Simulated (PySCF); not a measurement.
SMILES C=[CH][Ge]([Cl])([CH]=C)[CH]=C (C₆H₉ClGe), singlet, GFN2-xTB optimised geometry.

```
17

C     -1.30    -2.30    -2.70
C     -0.80    -2.91    -1.64
Ge    -0.22    -1.97     0.00
Cl     1.91    -1.97     0.00
C     -0.84    -0.09     0.00
C     -0.04     0.96    -0.01
C     -0.82    -2.95     1.61
C     -0.01    -3.42     2.55
H     -1.60    -2.84    -3.59
H     -1.43    -1.23    -2.72
H     -0.67    -3.99    -1.65
H     -1.91     0.05     0.02
H      1.04     0.84    -0.02
H     -0.41     1.97     0.00
H     -1.89    -3.10     1.71
H     -0.37    -3.94     3.42
H      1.06    -3.28     2.48
```

Density from PySCF with PBE0/def2-SVP at that geometry.

Minimum of the electron density along straight lines between bonded atoms, close to the bond critical point (lines longer than 1.1 times the sum of covalent radii, or with two minima, are not listed):

```
bond     length / Å  ρ at the minimum / e bohr⁻³  ∇²ρ there / e bohr⁻⁵  position (fraction from the first atom)
-------  ----------  ---------------------------  --------------------  ---------------------------------------
C1–C2         1.321                        0.344                 -0.93                                     0.50
C2–Ge3        1.980                        0.124                  0.04                                     0.53
Ge3–Cl4       2.129                        0.102                  0.17                                     0.44
Ge3–C5        1.978                        0.125                  0.03                                     0.47
C5–C6         1.321                        0.344                 -0.92                                     0.50
Ge3–C7        1.979                        0.125                  0.03                                     0.47
C7–C8         1.321                        0.344                 -0.92                                     0.50
C1–H9         1.080                        0.282                 -1.08                                     0.64
C1–H10        1.079                        0.284                 -1.09                                     0.64
C2–H11        1.083                        0.279                 -1.05                                     0.63
C5–H12        1.082                        0.279                 -1.04                                     0.63
C6–H13        1.079                        0.285                 -1.11                                     0.64
C6–H14        1.080                        0.282                 -1.08                                     0.63
C7–H15        1.082                        0.279                 -1.04                                     0.63
C8–H16        1.080                        0.282                 -1.08                                     0.63
C8–H17        1.079                        0.284                 -1.11                                     0.64
```
